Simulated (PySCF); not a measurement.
Cl6OSi2, triplet, at the geometry of the source list (a higher spin typed on purpose: for a closed-shell molecule this is an excited state); DF-B3LYP/6-31G (PySCF).

Input for PySCF:
```python
from pyscf import gto, scf, dft

mol = gto.M(
    atom='''
Cl    2.23640000    0.15700000   -1.77530000
Si    1.55660000    0.37630000    0.08960000
Cl    2.60640000   -0.68730000    1.41080000
Cl    1.41240000    2.30080000    0.60510000
O     0.06070000   -0.26030000    0.12470000
Si   -1.54590000   -0.42240000   -0.06750000
Cl   -2.02330000    0.31910000   -1.85990000
Cl   -2.41290000    0.59980000    1.41280000
Cl   -1.89040000   -2.38310000    0.05970000
''',
    basis='6-31g',
    spin=2,
    verbose=4,
)

mf = dft.UKS(mol)
mf.xc = 'b3lyp'
mf = mf.density_fit(auxbasis='def2-universal-jkfit')
mf.kernel()
```

### Question
Predict the main parts of the log of this PySCF run.

### Answer

```
PySCF version 2.14.0

[INPUT] verbose = 4
[INPUT] num. atoms = 9
[INPUT] num. electrons = 138
[INPUT] charge = 0
[INPUT] spin (= nelec alpha-beta = 2S) = 2
[INPUT] symmetry False subgroup None
[INPUT] Mole.unit = angstrom
[INPUT] Symbol           X                Y                Z      unit          X                Y                Z       unit  Magmom
[INPUT]  1 Cl     2.236400000000   0.157000000000  -1.775300000000 AA    4.226183504977   0.296687001557  -3.354830788940 Bohr   0.0
[INPUT]  2 Si     1.556600000000   0.376300000000   0.089600000000 AA    2.941547685498   0.711103940674   0.169319460761 Bohr   0.0
[INPUT]  3 Cl     2.606400000000  -0.687300000000   1.410800000000 AA    4.925382171066  -1.298808765414   2.666025616536 Bohr   0.0
[INPUT]  4 Cl     1.412400000000   2.300800000000   0.605100000000 AA    2.669049178336   4.347881867399   1.143473277974 Bohr   0.0
[INPUT]  5 O      0.060700000000  -0.260300000000   0.124700000000 AA    0.114706375761  -0.491895710224   0.235648847733 Bohr   0.0
[INPUT]  6 Si    -1.545900000000  -0.422400000000  -0.067500000000 AA   -2.921327615965  -0.798220315016  -0.127556513408 Bohr   0.0
[INPUT]  7 Cl    -2.023300000000   0.319100000000  -1.859900000000 AA   -3.823482867832   0.603011606349  -3.514701619079 Bohr   0.0
[INPUT]  8 Cl    -2.412900000000   0.599800000000   1.412800000000 AA   -4.559720165963   1.133457729514   2.669805068786 Bohr   0.0
[INPUT]  9 Cl    -1.890400000000  -2.383100000000   0.059700000000 AA   -3.572338265878  -4.503406327451   0.112816649637 Bohr   0.0

nuclear repulsion = 1362.15539358151
number of shells = 61
number of NR pGTOs = 390
number of NR cGTOs = 113
basis = 6-31g
ecp = {}

******** <class 'pyscf.df.df_jk.DFUKS'> ********
method = DFUKS
initial guess = minao
damping factor = 0
level_shift factor = 0
DIIS = <class 'pyscf.scf.diis.CDIIS'>
diis_start_cycle = 1
diis_space = 8
diis_damp = 0
SCF conv_tol = 1e-09
SCF conv_tol_grad = None
SCF max_cycles = 50
direct_scf = False
number electrons alpha = 70  beta = 68
XC library pyscf.dft.libxc version 7.1.2
    S. Lehtola, C. Steigemann, M. J. T. Oliveira, and M. A. L. Marques,  SoftwareX 7, 1–5 (2018)
XC functionals = b3lyp
    P. J. Stephens, F. J. Devlin, C. F. Chabalowski, and M. J. Frisch,  J. Phys. Chem. 98, 11623 (1994)
radial grids:
    Treutler-Ahlrichs [JCP 102, 346 (1995); DOI:10.1063/1.469408] (M4) radial grids

becke partition: Becke, JCP 88, 2547 (1988); DOI:10.1063/1.454033
pruning grids: <function nwchem_prune>
grids dens level: 3
symmetrized grids: False
atomic radii adjust function: <function treutler_atomic_radii_adjust>
small_rho_cutoff = 0
Set gradient conv threshold to 3.16228e-05
tot grids = 165728
******** <class 'pyscf.df.df.DF'> ********
auxbasis = def2-universal-jkfit
init E= -3417.21388127922

cycle= 1 E= -3414.96952785733  delta_E= 2.24  |g|= 0.655  |ddm|= 5.04

cycle= 2 E= -3414.37453089907  delta_E= 0.595  |g|= 1.33  |ddm|= 2.83

cycle= 3 E= -3415.09543043313  delta_E= -0.721  |g|= 0.394  |ddm|= 2.11

cycle= 4 E= -3415.18701397863  delta_E= -0.0916  |g|= 0.062  |ddm|= 0.945

cycle= 5 E= -3415.14974318474  delta_E= 0.0373  |g|= 0.172  |ddm|= 1.37

cycle= 6 E= -3415.18855005875  delta_E= -0.0388  |g|= 0.032  |ddm|= 1.38

cycle= 7 E= -3415.18966280557  delta_E= -0.00111  |g|= 0.0118  |ddm|= 0.181

cycle= 8 E= -3415.18976697524  delta_E= -0.000104  |g|= 0.00473  |ddm|= 0.0436

cycle= 9 E= -3415.18978923378  delta_E= -2.23e-05  |g|= 0.0038  |ddm|= 0.0486

cycle= 10 E= -3415.18980421335  delta_E= -1.5e-05  |g|= 0.00241  |ddm|= 0.0291

cycle= 11 E= -3415.18982069361  delta_E= -1.65e-05  |g|= 0.00295  |ddm|= 0.0507

cycle= 12 E= -3415.18979938967  delta_E= 2.13e-05  |g|= 0.0013  |ddm|= 0.085

cycle= 13 E= -3415.18979440515  delta_E= 4.98e-06  |g|= 0.000554  |ddm|= 0.0591

cycle= 14 E= -3415.18979509596  delta_E= -6.91e-07  |g|= 0.000582  |ddm|= 0.00664

cycle= 15 E= -3415.1897961866  delta_E= -1.09e-06  |g|= 0.000367  |ddm|= 0.00447

cycle= 16 E= -3415.18979793253  delta_E= -1.75e-06  |g|= 0.000381  |ddm|= 0.00712

cycle= 17 E= -3415.18979871648  delta_E= -7.84e-07  |g|= 0.000308  |ddm|= 0.00294

cycle= 18 E= -3415.18980363452  delta_E= -4.92e-06  |g|= 0.000277  |ddm|= 0.0206

cycle= 19 E= -3415.18980884968  delta_E= -5.22e-06  |g|= 0.000296  |ddm|= 0.023

cycle= 20 E= -3415.18981020052  delta_E= -1.35e-06  |g|= 0.000276  |ddm|= 0.0112

cycle= 21 E= -3415.18981305358  delta_E= -2.85e-06  |g|= 0.000286  |ddm|= 0.0108

cycle= 22 E= -3415.18979106817  delta_E= 2.2e-05  |g|= 0.000855  |ddm|= 0.0828

cycle= 23 E= -3415.18979984592  delta_E= -8.78e-06  |g|= 0.000536  |ddm|= 0.0325

cycle= 24 E= -3415.1898374677  delta_E= -3.76e-05  |g|= 0.00314  |ddm|= 0.167

cycle= 25 E= -3415.18983381939  delta_E= 3.65e-06  |g|= 0.00671  |ddm|= 0.0799

cycle= 26 E= -3415.18980230426  delta_E= 3.15e-05  |g|= 0.000383  |ddm|= 0.236

cycle= 27 E= -3415.18982129486  delta_E= -1.9e-05  |g|= 0.000338  |ddm|= 0.0723

cycle= 28 E= -3415.18981967073  delta_E= 1.62e-06  |g|= 0.000284  |ddm|= 0.00673

cycle= 29 E= -3415.18981220287  delta_E= 7.47e-06  |g|= 0.000344  |ddm|= 0.0283

cycle= 30 E= -3415.18981187756  delta_E= 3.25e-07  |g|= 0.000358  |ddm|= 0.00144

cycle= 31 E= -3415.18977690965  delta_E= 3.5e-05  |g|= 0.00159  |ddm|= 0.128

cycle= 32 E= -3415.18980728311  delta_E= -3.04e-05  |g|= 0.000694  |ddm|= 0.111

cycle= 33 E= -3415.18983606305  delta_E= -2.88e-05  |g|= 0.00135  |ddm|= 0.113

cycle= 34 E= -3415.18984682517  delta_E= -1.08e-05  |g|= 0.00387  |ddm|= 0.0765

cycle= 35 E= -3415.18984386945  delta_E= 2.96e-06  |g|= 0.00253  |ddm|= 0.0347

cycle= 36 E= -3415.18984657175  delta_E= -2.7e-06  |g|= 0.00376  |ddm|= 0.0312

cycle= 37 E= -3415.18984463823  delta_E= 1.93e-06  |g|= 0.0025  |ddm|= 0.0287

cycle= 38 E= -3415.18984601571  delta_E= -1.38e-06  |g|= 0.00276  |ddm|= 0.00933

cycle= 39 E= -3415.18983521103  delta_E= 1.08e-05  |g|= 0.0074  |ddm|= 0.089

cycle= 40 E= -3415.18981340646  delta_E= 2.18e-05  |g|= 0.000438  |ddm|= 0.232

cycle= 41 E= -3415.18980841208  delta_E= 4.99e-06  |g|= 0.000476  |ddm|= 0.019

cycle= 42 E= -3415.18978909469  delta_E= 1.93e-05  |g|= 0.00134  |ddm|= 0.0701

cycle= 43 E= -3415.18977064997  delta_E= 1.84e-05  |g|= 0.00297  |ddm|= 0.0533

cycle= 44 E= -3415.18981136097  delta_E= -4.07e-05  |g|= 0.000402  |ddm|= 0.134

cycle= 45 E= -3415.18983156589  delta_E= -2.02e-05  |g|= 0.00103  |ddm|= 0.079

cycle= 46 E= -3415.18983734659  delta_E= -5.78e-06  |g|= 0.00156  |ddm|= 0.0256

cycle= 47 E= -3415.18983837163  delta_E= -1.03e-06  |g|= 0.00173  |ddm|= 0.00548

cycle= 48 E= -3415.18984506862  delta_E= -6.7e-06  |g|= 0.00305  |ddm|= 0.0423

cycle= 49 E= -3415.18984332637  delta_E= 1.74e-06  |g|= 0.00243  |ddm|= 0.0157

cycle= 50 E= -3415.18984727371  delta_E= -3.95e-06  |g|= 0.00379  |ddm|= 0.0383
SCF not converged.
SCF energy = -3415.18984727371 after 50 cycles  <S^2> = 2.0022523  2S+1 = 3.0015011
```

The run did not converge; its last values are not results.
